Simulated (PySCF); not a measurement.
Electron correlation in Ar+ (argon, charge +1)

Starting occupation: [Ne] 3s2 3p5, 3p1/2 with m_j = -1/2, +1/2, 3p3/2 with m_j = -1/2, +1/2, +3/2. Calculation: PySCF 2.14, in x2c-QZVPPall-2c; X2C-1e with screened-nucleus spin-orbit coupling, Gaussian nucleus. Frozen: [Ne]; 7 electrons correlated; the 4 highest virtual spinors left out.

MP2 pair energies summed by pair of shells (mhartree):

| pair | energy | share (%) |
| --- | --- | --- |
| 3p-3p | -117.42 | 61.2 |
| 3p-3s | -64.04 | 33.4 |
| 3s-3s | -10.47 | 5.5 |

Total MP2 correlation energy: -191.93 mhartree.

The GHF reference relaxed away from the jj start to a determinant that is no pure jj level (⟨S²⟩ = 0.75, ⟨J²⟩ = 3.76); the energies belong to that determinant.
